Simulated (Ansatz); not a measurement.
Reactions of CH₈SSiSn (`[CH3][SnH2][SiH2]S`).

Program: Ansatz. Geometries: PBE0-D4/def2-TZVP. ΔE: electronic, gas phase. CCSD(T)/CBS adds triple-zeta CCSD(T) − MP2 to the extrapolated MP2 energy (def2 sets, frozen cores). This one scheme is used for every species. def2 core potentials past Kr. For Ga, Sn outer-core shells are correlated without core-valence functions, which leaves a few kJ/mol of doubt a bond. Scalar relativity is left out up to krypton. Each species was taken in one conformer, which may not be the lowest.

Question: Order these by ΔE at CCSD(T)/CBS, lowest first. (An estimate is asked.)
A. `[CH3][SnH2][SiH2]S` + `N#[C][GaH][Cl]` → `[CH3][Ga]([Cl])[C]#N` + `S[SiH2][SnH3]`
B. `[CH3][SnH2][SiH2]S` + `CCl` → `[CH3][SnH2][CH2]Cl` + `[SiH3]S`
C. `[CH3][SnH2][SiH2]S` + `OCO` → `OCO[SiH2]S` + `[CH3][SnH3]`
D. `[CH3][SnH2][SiH2]S` + `CB(N)[SiH3]` → `CNB(C)[SiH3]` + `S[SiH2][SnH3]`
E. `[CH3][SnH2][SiH2]S` + `FC[SiH3]` → `FC([SiH3])[SiH2]S` + `[CH3][SnH3]`
F. `[CH3][SnH2][SiH2]S` + `BCC(B)C` → `BC(C)[SiH2]S` + `B[CH2][SnH2][CH3]`
G. `[CH3][SnH2][SiH2]S` + `[GaH3]` → `S[SiH2][GaH2]` + `[CH3][SnH3]`
H. `[CH3][SnH2][SiH2]S` + `[OH][AlH2]` → `[CH3][SnH2][O][AlH2]` + `[SiH3]S`

Answer: C (-0.69 eV), F (-0.36 eV), A (-0.19 eV), H (-0.10 eV), G (+0.12 eV), E (+0.39 eV), B (+0.52 eV), D (+0.67 eV).

Largest T1 diagnostic: 0.013, for `[CH3][SnH2][O][AlH2]`.
